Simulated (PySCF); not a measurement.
CH7OPSi. Atoms are numbered in the order given.

```xyz
11

Si     0.1932     0.8848    -0.1987
P      1.4988    -0.8402     0.5246
O     -1.2703     0.2995    -0.7381
C     -2.1783    -0.4306     0.0556
H      0.7725     1.6366    -1.3413
H      0.0123     1.7962     0.9748
H      2.5901     0.0333     0.8289
H      1.9868    -1.1599    -0.7797
H     -2.5545     0.1682     0.9066
H     -3.0386    -0.7177    -0.5684
H     -1.7231    -1.3529     0.4624
```
Charge 0, spin multiplicity 1.

Geometry optimised at B3LYP-D3(BJ)/def2-SVP. One conformer was computed; it need not be the lowest.

All values below come from r2SCAN/def2-TZVP in PySCF.

Gas-phase values at a fixed geometry.

| Item | Value |
|---|---|
| total energy | -748.36303 hartree |
| highest occupied level | -6.47 eV |
| lowest empty level | -0.47 eV |
| orbital gap | 6.00 eV |
| dipole moment | 0.39 D |
| quadrupole, principal values (traceless, Buckingham form, about the centre of nuclear charge) | -6.81, 0.30, 6.51 D·Å |
| mean static polarisability | 69.8 bohr³ (10.34 Å³) |
| polarisability, principal values | 60.2, 68.5, 80.7 bohr³ |
